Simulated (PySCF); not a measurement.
Computed shifts of a molecule C4H12Ge, PySCF with KT2/pcSseg-1, GIAO, gas phase, equivalent atoms averaged, in ppm (number of nuclei): ¹³C: 2.3 (4). ¹H: 0.45 (12). References: ¹³C against TMS (σ = 185.1 ppm); ⁷³Ge against GeH4 (σ = 1669.3 ppm); ¹H against TMS (σ = 31.47 ppm), references at their B3LYP-D3(BJ)/def2-TZVP geometries, non-relativistic. Geometry optimised at B3LYP-D3(BJ)/def2-SVP. One conformer was computed; it need not be the lowest.

Q: Which structure fits?
A. CC[CH2][GeH2][CH3]
B. [CH3][Ge]([CH3])([CH3])[CH3]
C. CCC[CH2][GeH3]
D. [CH3][GeH2][CH](C)C

A: B, [CH3][Ge]([CH3])([CH3])[CH3]
